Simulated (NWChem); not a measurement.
Species: SnH2OF2; SMILES [SnH]([F])([OH])[F]

```xyz
6

Sn     0.0009    -0.0142    -0.2486
O      0.0362    -1.8090     0.5232
F     -1.5212     0.9129     0.4819
F      1.4816     0.9758     0.4841
H      0.0037    -0.0150    -1.9397
H      0.0205    -1.7996     1.4887
```
Atoms are numbered in this order, from 1.

Program: NWChem. Coordinates come from a PBE0/def2-SVP optimisation. Not confirmed as a minimum by frequencies. def2 effective core potentials on Sn; no spin-orbit coupling. Ions are spin-unrestricted doublets at the neutral geometry; other ion states weren't tried.

Problem. Estimate the computed values for PBE/def2-SVP. Quantities: −ε(HOMO) (eV).

Solution. 
- −ε(HOMO) (eV) = 7.53
